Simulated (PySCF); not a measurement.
An EPR property job and its printed output. Input:

```
{"job": {"kind": "epr", "basis": "pcH-1"}, "charge": 0, "multiplicity": 2}
B      1.928548     0.118111    -0.318545
C      0.570249    -0.023800     0.356294
C     -0.657050     0.017383    -0.318359
C     -1.866321    -0.111803     0.288317
H      2.909808     0.040293     0.315844
H      1.991305     0.304362    -1.473603
H      0.491990    -0.168870     1.429431
H     -0.629335     0.160304    -1.391945
H     -1.940728    -0.256996     1.353691
H     -2.789584    -0.074329    -0.263652
```

Method used: UKS B3LYP, pcH-1 on B C H, non-relativistic, mean-field spin-orbit, GIAO (PySCF 2.14.0). Isolated species at its GFN2-xTB geometry (one conformer only). A GFN2-xTB geometry isn't a minimum of the functional, and hyperfine couplings can be far from their values at a DFT geometry.

Output of the driver script. The program numbers atoms from 0.

```
UKS, coarse grid
  cycle   1  E = -142.69282730  |g| = 2.13e-01
  cycle   2  E = -142.68982304  |g| = 2.35e-01
  cycle   3  E = -142.72158659  |g| = 7.60e-02
  cycle   4  E = -142.72464111  |g| = 2.28e-02
  cycle   5  E = -142.72500722  |g| = 6.23e-03
  cycle   6  E = -142.72505476  |g| = 4.45e-03
  cycle   7  E = -142.72507728  |g| = 1.08e-03
  cycle   8  E = -142.72507857  |g| = 6.96e-04
UKS, final grid
  cycle   1  E = -142.72508919  |g| = 9.70e-04
  cycle   2  E = -142.72508876  |g| = 1.37e-03
  cycle   3  E = -142.72508966  |g| = 6.91e-05
  cycle   4  E = -142.72508966  |g| = 4.57e-05
  cycle   5  E = -142.72508966  |g| = 2.35e-05
E = -142.72508966 Eh   <S^2> = 0.7711 (exact 0.7500)
g shifts (ppm)      1          2          3
  rmc          -120       -120       -120
  gc              0         28         31
  oz_so           2        270        660
  total        -117        178        571
hyperfine (MHz)  atom isotope    a_iso     a_fc   dipolar eigenvalues
    0   11B      -5.23      -5.23    -10.94     -6.28     17.21
    1   13C      32.27      32.27    -40.92    -39.85     80.77
    2   13C     -38.56     -38.56    -24.03      9.21     14.82
    3   13C      45.21      45.21    -43.90    -42.52     86.42
    4    1H      -9.96      -9.96     -6.32     -1.73      8.06
    5    1H      -9.79      -9.79     -6.21     -1.70      7.91
    6    1H     -30.55     -30.55    -16.53     -2.43     18.96
    7    1H       9.50       9.50     -4.73     -1.69      6.43
    8    1H     -34.11     -34.11    -18.15     -1.93     20.08
    9    1H     -35.65     -35.65    -21.15     -0.89     22.05
```

|g| in the SCF lines is the orbital gradient. In the g block, columns 1 to 3 are the principal axes in rising order; rmc is the relativistic mass correction, gc the gauge correction and oz_so the orbital-Zeeman/spin–orbit term. a_fc is the Fermi-contact part of a_iso, here all of it, since this run has no spin–orbit term in the hyperfine coupling.

Task: Is the state sound, as far as the log shows?

Result: The SCF converged after 13 cycles in all, 8 of them on the coarse grid; no stability test was run. The unrestricted determinant has ⟨S²⟩ = 0.7711 (exact 0.7500), 2.8 % above the value of a pure doublet state.

Task: What are the principal g values and g_iso?

Result: Adding the total shifts to 2.002319 gives 2.00220, 2.00250, 2.00289; their mean shift is 211 ppm, so g_iso = 2.00253.

Task: Which couplings shape the isotropic spectrum at natural abundance (0.05 mT or more)? Keep the log's numbering.

Result: atom 9 (1H, I = 1/2): -35.6 MHz = 1.27 mT in magnitude, a 1:1 doublet; atom 8 (1H, I = 1/2): -34.1 MHz = 1.22 mT in magnitude, a 1:1 doublet; atom 6 (1H, I = 1/2): -30.5 MHz = 1.09 mT in magnitude, a 1:1 doublet; atom 4 (1H, I = 1/2): -10.0 MHz = 0.36 mT in magnitude, a 1:1 doublet; atom 5 (1H, I = 1/2): -9.8 MHz = 0.35 mT in magnitude, a 1:1 doublet; atom 7 (1H, I = 1/2): 9.5 MHz = 0.34 mT in magnitude, a 1:1 doublet; atom 0 (11B, I = 3/2): -5.2 MHz = 0.19 mT in magnitude, a 1:1:1:1 quartet. Together 256 lines to first order. H5 and H6 aren't averaged: B1 is flat or nearly so (angle sum 360°), and its turn about the short B1–C2 bond (1.52 Å) is taken as slow. Main isotope only: 11B (natural samples also hold 20 % 10B, magnetic too, which adds its own pattern).

Task: What are the principal values of the full tensor of atom 3 (13C)?

Result: a_iso plus each dipolar eigenvalue: 1.31, 2.69, 131.63 MHz.

The species is `B[CH]C=C` [radical]. The run used 160 basis functions and 5 iterations of the response equations. The SMILES `B[CH]C=C` draws the unpaired electron on C2, whose computed spin population is only +0.56.

Time: 17 s wall (with the writing of density and orbital grids); peak memory 0.57 GiB. Hardware: an Intel Xeon Platinum 8259CL at 2.50 GHz with one thread, on a shared host.

Shape of the structure used: `[BH2:1][CH:2][CH:3]=[CH2:4]`: B1–C2–C3–C4 180°.
Labels such as C1 count atoms from 1, the log's own numbers from 0.
